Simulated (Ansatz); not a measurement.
Total energies of `C#Cc1ccc(C#Cc2ccc(C#Cc3ccc(C#Cc4ccc(C#Cc5ccc(C#Cc6ccccc6)cc5)cc4)cc3)cc2)cc1` from Ansatz at PBE-D4/def2-SVP, gas phase (1 Eh = 27.2114 eV = 2625.5 kJ/mol). The reference geometry is relaxed at r2SCAN-D4/def2-SVP.

```tsv
state	geometry	energy (Eh)
charge 0 singlet	reference	-1840.91945
charge 1 doublet	reference	-1840.69692
charge -1 doublet	reference	-1840.99632
free C atom (triplet)	–	-37.75124
free H atom (doublet)	–	-0.49863
```

Single mean-field runs in def2-SVP are fitted with def2-universal-jkfit.

Problem. Work out the vertical ionisation energy to the doublet.

Solution. E(charge 1 doublet) − E(charge 0 singlet) = -1840.69692 − (-1840.91945) = 0.22253 Eh = 6.06 eV. For comparison, −ε of the highest occupied level is 4.96 eV at this level, 1.10 eV less.

Problem. Work out the vertical electron affinity, to the doublet.

Solution. E(charge 0 singlet) − E(charge -1 doublet) = -1840.91945 − (-1840.99632) = 0.07687 Eh = 2.09 eV. The basis lacks diffuse functions, which makes affinities too small.

Problem. Give the fundamental gap IE − EA, the Mulliken electronegativity (IE + EA)/2 and the hardness (IE − EA)/2.

Solution. From the values in Eh: IE − EA = 0.22253 − 0.07687 = 0.14566 Eh = 3.96 eV; (IE + EA)/2 = 4.07 eV; (IE − EA)/2 = 1.98 eV. The HOMO–LUMO gap of the same run is 1.87 eV, 2.09 eV smaller than the fundamental gap.

Problem. What is the binding energy per atom against free atoms?

Solution. Atoms: 48 × (-37.75124) + 26 × (-0.49863) = -1825.02390 Eh. Binding: -1825.02390 − (-1840.91945) = 15.89555 Eh = 432.54 eV, or 5.85 eV for each of 74 atoms (no zero-point energy, no counterpoise term).
